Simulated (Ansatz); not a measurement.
`[SiH3]OB(Cl)Cl` → `[SiH3]O[B]Cl`• + Cl• at 298.15 K and 1 bar (homolysis of the B–Cl bond).

Gas-phase electronic energies from Ansatz, PBE0-D4/def2-TZVP geometries. CBS: MP2 limit from def2 TZ/QZ plus the TZ coupled-cluster correction, frozen cores. This one scheme is used for every species, atoms too. Open shells (•) are unrestricted, without spin–orbit coupling. Spin–orbit coupling would lower the free atoms: a little for Cl. One conformer a species, not always the lowest.

| species | CCSD(T)/CBS energy (Eh) | H − E (kJ/mol) | S (J/(mol·K)) |
| --- | --- | --- | --- |
| `[SiH3]OB(Cl)Cl` | -1310.57934 | 117.3 | 356.9 |
| `[SiH3]O[B]Cl`• | -850.67510 | 106.2 | 335.9 |
| Cl• | -459.70966 | 6.2 | 168.3 |

H − E and S are ideal-gas, rigid-rotor, harmonic terms from PBE0-D4/def2-TZVP, for one conformer and one mirror image of each species, with the whole ground term of open shells counted as degenerate. 1 Eh = 2625.50 kJ/mol, R = 8.31446 J/(mol·K).

Question: By hand: ΔE, ΔH, ΔS and ΔG.

Answer: ΔE = (-850.67510) + (-459.70966) − (-1310.57934) = 0.19458 Eh = 510.9 kJ/mol. Δ(H − E) = 106.2 + 6.2 − 117.3 = -4.9, so ΔH = 506.0 kJ/mol. ΔS = 335.9 + 168.3 − 356.9 = 147.3 J/(mol·K). ΔG = 506.0 − 298.15 × (147.3)/1000 = 462.1 kJ/mol.

Question: By hand: the equilibrium constant, and the temperature at which ΔG would vanish if ΔH and ΔS stayed fixed.

Answer: log₁₀ K = −ΔG/(RT ln 10) = -81.0. ΔG = 0 at ΔH/ΔS = 3435 K, far beyond where these terms or the molecules hold.

The number of gas molecules changes by +1, which sets the sign of ΔS. A doubt of 5 kJ/mol in ΔE shifts log₁₀ K by 0.9 here. Other conformers and mirror images would add mixing entropy, several J/(mol·K) or more a flexible species. These are equilibria of isolated gas molecules and say nothing of rates. Largest T1 diagnostic: 0.015 (customary marks: 0.02 for closed shells, 0.045 for open ones).
